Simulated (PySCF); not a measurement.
C₂H₉FSi₃, SMILES F[Si@@H]1C[C@@H]([SiH3])[SiH2]1.

The structure is a stationary point at PBE0-D3(BJ)/def2-SVP. The structure was generated by enumeration; whether it is a known compound was not checked.

Level of theory: PBE0-D3(BJ)/def2-SVP run with PySCF.

Frequencies are harmonic and unscaled.

| mode | ν (cm⁻¹) | IR (km/mol) | moving atoms (share of kinetic energy) |
|---|---|---|---|
| 1 | 57 | 1.9 | F 37 %, Si 24 %, C 22 %, H 18 % |
| 2 | 133 | 2.6 | Si 34 %, F 25 %, C 21 %, H 19 % |
| 3 | 145 | 0.2 | H 94 % |
| 4 | 155 | 0.7 | Si 43 %, F 24 %, H 24 %, C 9 % |
| 5 | 194 | 3.0 | Si 34 %, H 26 %, F 24 %, C 17 % |
| 6 | 253 | 1.2 | H 52 %, C 31 %, Si 9 % |
| 7 | 347 | 3.5 | Si 66 %, H 17 %, C 12 % |
| 8 | 414 | 8.8 | Si 53 %, H 36 % |
| 9 | 479 | 8.2 | H 54 %, Si 41 % |
| 10 | 510 | 0.9 | Si 49 %, H 31 %, C 20 % |
| 11 | 582 | 6.2 | H 86 % |
| 12 | 605 | 10.5 | H 73 %, C 18 % |
| 13 | 651 | 23.4 | H 62 %, C 23 %, Si 13 % |
| 14 | 664 | 75.8 | H 82 %, C 9 %, Si 9 % |
| 15 | 716 | 75.3 | H 61 %, C 24 %, Si 15 % |
| 16 | 751 | 53.8 | H 64 %, C 22 %, Si 13 % |
| 17 | 794 | 140.1 | H 57 %, C 23 %, Si 19 % |
| 18 | 817 | 69.8 | H 60 %, C 22 %, F 9 %, Si 8 % |
| 19 | 834 | 18.8 | H 45 %, C 31 %, F 14 %, Si 10 % |
| 20 | 898 | 192.7 | Si 39 %, F 33 %, H 23 % |
| 21 | 916 | 147.5 | H 91 %, Si 8 % |
| 22 | 933 | 109.6 | H 90 %, Si 8 % |
| 23 | 939 | 64.0 | H 96 % |
| 24 | 946 | 41.7 | H 95 % |
| 25 | 978 | 11.3 | C 59 %, H 39 % |
| 26 | 1027 | 30.7 | H 78 %, C 19 % |
| 27 | 1080 | 54.0 | H 69 %, C 29 % |
| 28 | 1157 | 6.0 | H 63 %, C 36 % |
| 29 | 1251 | 1.5 | H 81 %, C 19 % |
| 30 | 1406 | 11.8 | H 92 % |
| 31 | 2209 | 52.6 | H 97 % |
| 32 | 2215 | 151.8 | H 98 % |
| 33 | 2220 | 112.5 | H 97 % |
| 34 | 2225 | 105.2 | H 96 % |
| 35 | 2230 | 164.4 | H 97 % |
| 36 | 2236 | 102.2 | H 96 % |
| 37 | 3047 | 5.3 | H 94 % |
| 38 | 3072 | 0.8 | H 92 % |
| 39 | 3126 | 2.9 | H 91 %, C 9 % |
